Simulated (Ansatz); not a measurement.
Relaxation of Cl2FH5N2Ti (11 atoms, charge 0, multiplicity 1), to a largest force component of 0.03 eV/Å in at most 50 steps.

Level of theory: RKS PBE0/def2-SVP (Ansatz 0.2.0).

```xyz
11
Properties=species:S:1:pos:R:3
Ti 0.221 -0.450 -0.737
N 0.179 0.486 2.390
H -0.190 0.778 3.294
H 1.138 0.831 2.333
Cl 2.196 0.523 -0.539
N -1.042 0.689 -0.173
H -1.846 1.149 -0.591
H -0.852 0.886 0.837
F -0.117 -0.801 -2.388
Cl 0.167 -2.367 0.591
H 0.245 -0.550 2.410
```

Task: Where does it end, and by what steps?

Result: The run converged. The force dipped under the threshold on the way, but the program's further checks kept it going. After 7 steps the energy has fallen by 0.108 eV; Cl10 moved furthest, 0.37 Å.

| step | energy less start (eV) | largest force component (eV/Å) | accepted |
| --- | --- | --- | --- |
| 0 | 0.0000 | 0.925 | yes |
| 1 | -0.0878 | 0.270 | yes |
| 2 | -0.0985 | 0.156 | yes |
| 3 | -0.1007 | 0.204 | yes |
| 4 | -0.1055 | 0.043 | yes |
| 5 | -0.1070 | 0.082 | yes |
| 6 | -0.1077 | 0.016 | yes |
| 7 | -0.1079 | 0.023 | yes |

```xyz
11
Properties=species:S:1:pos:R:3
Ti 0.237 -0.514 -0.902
N 0.108 0.575 2.540
H -0.209 1.004 3.408
H 1.067 0.887 2.386
Cl 2.238 0.396 -0.643
N -0.958 0.581 -0.127
H -1.774 1.054 -0.505
H -0.770 0.750 0.892
F -0.208 -0.710 -2.561
Cl 0.205 -2.418 0.231
H 0.161 -0.431 2.707
```

Whether the end is a true minimum wasn't checked by a vibrational analysis.

Run time: 47 s on 4 threads of AMD EPYC 7R43 64-Core Processor (Zen 3), with other jobs on the host, peak memory 0.4 GiB.
